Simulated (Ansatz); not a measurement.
Geometry optimisation, RKS B3LYP-D4/def2-mTZVP (Ansatz).

The input (input.yaml):

```yaml
crystal:
  periodic: [false, false, false]
  atoms:
    - { symbol: Zn, position_ang: [0.0, 0.0, 0.0] }
    - { symbol: Cl, position_ang: [0.0, 0.0, 2.59] }
    - { symbol: Cl, position_ang: [0.0, 0.0, -2.24] }
    - { symbol: O, position_ang: [-1.9834, 0.0, 0.659] }
    - { symbol: H, position_ang: [-2.5285, -0.6297, 0.0877] }
    - { symbol: H, position_ang: [-1.4167, 0.0, 1.8346] }
basis:
  gaussian: { orbitals: def2-mTZVP }
hamiltonian:
  xc: b3lyp
  dispersion: d4
relax:
  f_tol: 0.15
  max_steps: 25
  restrain:
    - { distance: [0, 3], at: 2.99, k: 30.0 }
    - { distance: [5, 1], at: 2.57, k: 30.0 }
    - { distance: [0, 1], at: 2.24, k: 30.0 }
    - { distance: [5, 3], at: 1.01, k: 30.0 }
```

Command:

```bash
$ ansatz run input.yaml --threads 4 --pin off --max-ram 5120MiB --backend cpu --events-out ev --progress --plain --runs-dir out
```

**Question.** Where does it end, and by what steps?

**Answer.** The forces met the threshold. The restraints hold the end off the free minimum; the threshold counts their pulls, which the force column leaves out. Restrained pairs: Zn1–O4 (2.09 → 2.98 Å), Cl2–H6 (1.61 → 2.57 Å), Zn1–Cl2 (2.59 → 2.21 Å), O4–H6 (1.31 → 0.99 Å). After 11 steps the energy has fallen by 1.562 eV (the restraints' own energy left out); H5 moved furthest, 0.73 Å.

```csv
step,energy less start (eV),largest force component (eV/Å),accepted
0,0.0000,1.716,yes
1,-0.1521,2.792,yes
2,-0.5881,1.909,yes
3,-1.0472,1.687,yes
4,-1.4348,1.250,yes
5,-1.5195,1.091,yes
6,-1.5499,0.969,yes
7,-1.5590,0.983,yes
8,-1.5088,1.722,no
9,-1.5573,1.013,no
10,-1.5589,1.007,yes
11,-1.5618,1.002,yes
```

```xyz
6
Properties=species:S:1:pos:R:3
Zn 0.414 0.053 -0.064
Cl 0.492 -0.040 2.142
Cl 0.649 0.100 -2.163
O -2.451 0.050 0.747
H -3.003 -0.736 0.638
H -2.029 -0.056 1.632
```

Run time: 9.4 s on 4 threads of AMD EPYC 9R45 96-Core Processor (Zen 5) (shared host), peak memory 0.28 GiB.
